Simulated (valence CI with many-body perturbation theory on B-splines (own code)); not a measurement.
**Energy levels of Cs LI**

Calculated by valence CI with perturbative core correlation (CI+MBPT): three valence electrons over a frozen Dirac-Fock core [He], a basis of 11 s, 11 p, 10 d, 8 f, 5 g, 2 h functions for each j, with the one-electron correlation potential Σ1 (screened to all orders), the two-electron term Σ2, the three-electron term Σ3, Breit, model QED; selected single and double excitations, second order for the rest, scaled by the run's own slope (own B-spline code, finite nucleus).

The last digits are not significant, and no measured levels were compared; by estimate large intervals hold to a few tenths of a per cent, small ones and those within an open d or f shell to about a per cent.

Levels 1 to 45 of 169, with energies above the lowest level, (2s^2 2p1/2) J=1/2. "Leading %" is the weight of the configuration and term that name the level; weights of strongly mixed levels are sums over their largest components and can fall short, so below about 35 % the name and the second component can differ from the true leading terms, or belong to a minority configuration. In the jj column 3d3/2^4 stands for four electrons in 3d with j = 3/2.

```
No.  Configuration  Term    J  E (eV)  Leading %      g   Second component              Leading jj
  1         2s2 2p   2P°  1/2     0.0        100  0.640                         2s^2 2p1/2 (100 %)
  2         2s 2p2    4P  1/2   168.0         57  2.163     28 % 2s 2p2 2S       2s 2p1/2^2 (98 %)
  3         2s2 2p   2P°  3/2   388.4         98  1.314                          2s^2 2p3/2 (98 %)
  4         2s 2p2    4P  3/2   505.6         92  1.654      5 % 2s 2p2 2D  2s 2p1/2 2p3/2 (100 %)
  5         2s 2p2    2D  5/2   537.9         57  1.348     42 % 2s 2p2 4P   2s 2p1/2 2p3/2 (99 %)
  6         2s 2p2    2P  1/2   589.0         71  1.222     27 % 2s 2p2 4P   2s 2p1/2 2p3/2 (98 %)
  7         2s 2p2    2D  3/2   589.0         66  0.966     33 % 2s 2p2 2P   2s 2p1/2 2p3/2 (99 %)
  8            2p3   2P°  3/2   768.5         46  1.355       27 % 2p3 4S°    2p1/2^2 2p3/2 (98 %)
  9         2s 2p2    4P  5/2   912.1         57  1.410     42 % 2s 2p2 2D       2s 2p3/2^2 (99 %)
 10         2s 2p2    2S  1/2   987.5         70  1.887     16 % 2s 2p2 4P       2s 2p3/2^2 (99 %)
 11         2s 2p2    2P  3/2   988.5         64  1.189     29 % 2s 2p2 2D       2s 2p3/2^2 (99 %)
 12            2p3   4S°  3/2  1124.3         55  1.438       45 % 2p3 2D°   2p1/2 2p3/2^2 (100 %)
 13            2p3   2D°  5/2  1144.2        100  1.179                      2p1/2 2p3/2^2 (100 %)
 14            2p3   2P°  1/2  1183.4        100  0.640                      2p1/2 2p3/2^2 (100 %)
 15            2p3   2P°  3/2  1545.8         53  1.285       28 % 2p3 2D°         2p3/2^3 (100 %)
 16         2s2 3s    2S  1/2  5399.4         97  1.992                             2s^2 3s (97 %)
 17         2s2 3p   2P°  1/2  5457.4         95  0.669                          2s^2 3p1/2 (95 %)
 18       2s 2p 3s   4P°  1/2  5513.1         86  2.383  12 % 2s 2p 3s 2P°      2s 2p1/2 3s (98 %)
 19       2s 2p 3s   4P°  3/2  5530.3         58  1.547  35 % 2s 2p 3s 2P°      2s 2p1/2 3s (92 %)
 20       2s 2p 3s   2P°  1/2  5552.9         94  0.736   5 % 2s 2p 3s 4P°      2s 2p1/2 3s (98 %)
 21       2s 2p 3p    4D  1/2  5562.1         72  0.264   20 % 2s 2p 3p 2P  2s 2p1/2 3p1/2 (100 %)
 22         2s2 3p   2P°  3/2  5575.3         90  1.347   6 % 2s 2p 3s 4P°       2s^2 3p3/2 (90 %)
 23       2s 2p 3p    4D  3/2  5581.8         42  1.113   29 % 2s 2p 3p 2D   2s 2p1/2 3p1/2 (96 %)
 24       2s 2p 3p    4P  1/2  5611.0         50  1.989   29 % 2s 2p 3p 2S   2s 2p1/2 3p1/2 (98 %)
 25         2s2 3d    2D  3/2  5617.3         95  0.805                          2s^2 3d3/2 (95 %)
 26         2s2 3d    2D  5/2  5648.5         97  1.194                          2s^2 3d5/2 (97 %)
 27       2s 2p 3p    4P  3/2  5685.5         31  1.403   26 % 2s 2p 3p 4D  2s 2p1/2 3p3/2 (100 %)
 28       2s 2p 3p    2P  1/2  5695.8         25  1.484     14 % 2p2 3s 4P   2s 2p1/2 3p3/2 (67 %)
 29       2s 2p 3p    4D  5/2  5708.1         48  1.337   33 % 2s 2p 3p 2D   2s 2p1/2 3p3/2 (97 %)
 30       2s 2p 3p    2D  3/2  5711.0         45  1.245   20 % 2s 2p 3p 2P   2s 2p1/2 3p3/2 (99 %)
 31       2s 2p 3d   4F°  3/2  5718.8         72  0.557  12 % 2s 2p 3d 2D°   2s 2p1/2 3d3/2 (99 %)
 32       2s 2p 3d   4F°  5/2  5739.9         54  1.033  20 % 2s 2p 3d 2F°   2s 2p1/2 3d3/2 (91 %)
 33         2p2 3s    4P  1/2  5740.9         34  1.813     18 % 2p2 3s 2S       2p1/2^2 3s (66 %)
 34       2s 2p 3d   4D°  1/2  5748.1         43  0.465  26 % 2s 2p 3d 2P°   2s 2p1/2 3d3/2 (73 %)
 35       2s 2p 3d   4D°  3/2  5754.9         31  1.222  21 % 2s 2p 3d 2P°   2s 2p1/2 3d3/2 (94 %)
 36       2s 2p 3d   4P°  5/2  5761.1         37  1.331  27 % 2s 2p 3d 4D°   2s 2p1/2 3d5/2 (95 %)
 37         2p2 3p   2P°  1/2  5779.4         31  0.596    29 % 2p2 3p 4D°    2p1/2^2 3p1/2 (71 %)
 38       2s 2p 3d   4F°  7/2  5780.6         41  1.241  34 % 2s 2p 3d 2F°   2s 2p1/2 3d5/2 (99 %)
 39       2s 2p 3d   2F°  5/2  5791.2         55  1.054  19 % 2s 2p 3d 2D°   2s 2p1/2 3d5/2 (96 %)
 40       2s 2p 3d   2D°  3/2  5791.3         43  1.069  39 % 2s 2p 3d 2P°   2s 2p1/2 3d5/2 (92 %)
 41         2p2 3p   2P°  3/2  5895.6         31  1.329    22 % 2p2 3p 4D°    2p1/2^2 3p3/2 (96 %)
 42       2s 2p 3s   4P°  5/2  5901.9        100  1.581                        2s 2p3/2 3s (100 %)
 43       2s 2p 3s   2P°  3/2  5920.6         78  1.395  21 % 2s 2p 3s 4P°      2s 2p3/2 3s (99 %)
 44         2p2 3d    2D  3/2  5927.7         39  0.784     34 % 2p2 3d 4F    2p1/2^2 3d3/2 (98 %)
 45       2s 2p 3p    4P  3/2  5965.5         47  1.633   24 % 2s 2p 3p 4S  2s 2p3/2 3p1/2 (100 %)
```

The ionisation energy to 2s2 1S_0 of the next ion comes out as 9623.5 eV (NIST: 9629 ± 4 eV (theoretical)). All 169 levels together are meant to be complete up to 7824.5 eV.
